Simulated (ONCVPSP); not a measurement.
Varying the ONCV potential for Sb

Base potential:

```json
{
 "Element": "Sb (Z = 51)",
 "Generator": "ONCVPSP 4.0.1",
 "Type": "optimised norm-conserving Vanderbilt (ONCV)",
 "Functional": "PBEsol",
 "Relativity": "scalar-relativistic",
 "Frozen core": "[Kr] 4d10",
 "Valence charge": "5",
 "Reference configuration": "5s2 5p3",
 "Partial waves": "5s: rc 2.05 bohr, ncon 4, nbas 9, qcut 2.7 1/bohr, 2 projectors, debl 2.7 Ha; 5p: rc 1.75 bohr, ncon 4, nbas 7, qcut 5.2 1/bohr, 3 projectors, debl 2.9 Ha",
 "Local potential": "polynomial inside 1.40 bohr (lpopt 5, dvloc0 0 Ha)",
 "Core correction": "Teter function, fcfact 3, rcfact 1.55"
}
```

All-electron outer shells of the reference configuration (PBEsol, scalar-relativistic, ld1.x):

```json
{"shell": "4p", "level (eV)": "-101.63", "outermost node (bohr)": "0.39", "outermost maximum (bohr)": "0.76"}
{"shell": "4d", "level (eV)": "-33.45", "outermost node (bohr)": "0.38", "outermost maximum (bohr)": "0.84"}
{"shell": "5s", "level (eV)": "-12.88", "outermost node (bohr)": "0.95", "outermost maximum (bohr)": "1.90"}
{"shell": "5p", "level (eV)": "-4.84", "outermost node (bohr)": "1.04", "outermost maximum (bohr)": "2.35"}
```

Cutoffs, loose and tight: the cutoffs (Ha) at which the residual kinetic energy of the hardest occupied pseudo-wave falls to 1 and 0.1 mHa per electron. They do not see the model core or the augmentation charge, which bear on the density cutoff. Test errors are all-electron minus pseudo excitation energies from the reference, over the configurations 5s2 5p2; 5s2 5p1; 5s2 5p0; 5s2 5p2.5. A dash means not determined; rows that change the core or the reference have their own tests. The largest error is taken over the tests solved by every variant that gives reliable tests at all: 5s2 5p1; 5s2 5p2; 5s2 5p2.5.

3 further variants are left out, since the program set their typed debl aside.

A true bound ghost makes a file unfit for plane-wave use even where its test errors are small: the radial tests pick states by their node count and pass the ghost by.

```json
{"change": "base", "outcome": "generated", "cutoff, loose": "36 Ha", "cutoff, tight": "56 Ha", "bound ghosts": "p", "GHOST(+) flags above zero": "s, p", "largest test error (meV)": "-137"}
{"change": "s: debl 0.5", "outcome": "generated", "cutoff, loose": "36 Ha", "cutoff, tight": "56 Ha", "bound ghosts": "s, p", "GHOST(+) flags above zero": "p", "largest test error (meV)": "-138"}
{"change": "s: debl 0.8", "outcome": "generated", "cutoff, loose": "36 Ha", "cutoff, tight": "56 Ha", "bound ghosts": "s, p", "GHOST(+) flags above zero": "p", "largest test error (meV)": "-138"}
{"change": "s: debl 1.2", "outcome": "generated", "cutoff, loose": "36 Ha", "cutoff, tight": "56 Ha", "bound ghosts": "s, p", "GHOST(+) flags above zero": "p", "largest test error (meV)": "-138"}
{"change": "s: debl 2.6", "outcome": "generated", "cutoff, loose": "36 Ha", "cutoff, tight": "56 Ha", "bound ghosts": "p", "GHOST(+) flags above zero": "s, p", "largest test error (meV)": "-137"}
{"change": "s: debl 3.6", "outcome": "generated", "cutoff, loose": "36 Ha", "cutoff, tight": "56 Ha", "bound ghosts": "p", "GHOST(+) flags above zero": "s, p", "largest test error (meV)": "-137"}
{"change": "s: debl 5.5", "outcome": "generated", "cutoff, loose": "36 Ha", "cutoff, tight": "56 Ha", "bound ghosts": "p", "GHOST(+) flags above zero": "s, p", "largest test error (meV)": "-136"}
```

(1) What comes out with this change to the base: s: debl 1.7?

Results:

(1) outcome: generated; cutoff, loose: 36 Ha; cutoff, tight: 56 Ha; bound ghosts: p, s; GHOST(+) flags above zero: p; largest test error (meV): -137.

Reading the sweep of the debl of the s channel (base included, trends over the rows without a ghost): Bound ghosts are found at 0.5, 0.8, 1.2, 1.7, 2.6, 2.7, 3.6, 5.5 Ha. Every judged row has one, so this setting neither creates nor removes them.
